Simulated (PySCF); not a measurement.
## Correlation energy of Ca²⁺ (calcium, charge +2)

[Ar], closed-shell 1S. All numbers are calculated (PySCF 2.14, scalar relativity by spin-free X2C-1e, in x2c-TZVPall (6s5p3d, 36 functions)). Frozen: [Ne] 3s2; 6 electrons correlated.

Total MP2 correlation energy: -135.87 mhartree.

Same-spin part -40.81 and opposite-spin part -95.07 mhartree; SCS-MP2 scales them by 1/3 and 6/5 to -127.68 mhartree.

```json
{"level": "CCSD", "correlation energy (mhartree)": "-151.13"}
{"level": "(T)", "correlation energy (mhartree)": "-1.10"}
{"level": "CCSD(T)", "correlation energy (mhartree)": "-152.23"}
```

Diagnostics: T1 = 0.0020, D1 = 0.0029, largest double amplitude 0.027.

Cost of the coupled-cluster step: 0.17 s of wall time on 1 thread of Neoverse-N1 (shared host), for 6 correlated electrons.

Iterations:

```
CC2 = 0
CCSD nocc = 3, nmo = 30
frozen orbitals [0, 1, 2, 3, 4, 5]
max_cycle = 100
direct = 0
conv_tol = 1e-08
conv_tol_normt = 1e-06
diis_space = 8
diis_start_cycle = 0
Init t2, MP2 energy = -679.149802868477  E_corr(MP2) -0.1358725682802
Init E_corr(CCSD) = -0.135872568291066
cycle = 1  E_corr(CCSD) = -0.149015812468794  dE = -0.0131432442  norm(t1,t2) = 0.016892
cycle = 2  E_corr(CCSD) = -0.150643055221574  dE = -0.00162724275  norm(t1,t2) = 0.00409685
cycle = 3  E_corr(CCSD) = -0.151141769829218  dE = -0.000498714608  norm(t1,t2) = 0.0013096
cycle = 4  E_corr(CCSD) = -0.15113466235924  dE = 7.10746998e-06  norm(t1,t2) = 8.29726e-05
cycle = 5  E_corr(CCSD) = -0.151134945819264  dE = -2.83460024e-07  norm(t1,t2) = 7.51107e-06
cycle = 6  E_corr(CCSD) = -0.151134988843587  dE = -4.30243222e-08  norm(t1,t2) = 6.05976e-07
cycle = 7  E_corr(CCSD) = -0.151134983711492  dE = 5.13209511e-09  norm(t1,t2) = 8.43718e-08
CCSD converged
E(CCSD) = -679.1650652839085  E_corr = -0.1511349837114916
CCSD(T) correction = -0.0010981968343888
```
